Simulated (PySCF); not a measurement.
Level of theory: PySCF with PBE-D3(BJ)/def2-TZVP // B3LYP-D3(BJ)/def2-SVP. Isolated molecules, 0 K electronic values unless said otherwise. One relaxed conformer stands for a flexible species; it need not be the lowest. Excitations are Tamm–Dancoff values on a coarser integration grid. The basis has no diffuse functions, so Rydberg states are missing or too high.

Reference species (SMILES): `Bc1ccc(O)cn1` (neutral, multiplicity 1).

* **S1–T1 gap (TDA)**: 0.36 eV
* **T1 excitation (TDA)**: 2.74 eV
* **HOMO**: -5.87 eV
* **S1 oscillator strength**: 0.000

Changed species: `c1(cc(ncc1)B)O`.

**Question.** Predict the effect on the S1–T1 gap (TDA), T1 excitation (TDA), HOMO and S1 oscillator strength.

**Answer.** the S1–T1 gap (TDA) drops by 0.08 eV, to 0.28 eV; the T1 excitation (TDA) drops by 0.26 eV, to 2.48 eV; the HOMO rises by 0.04 eV, to -5.83 eV; the S1 oscillator strength hardly moves.
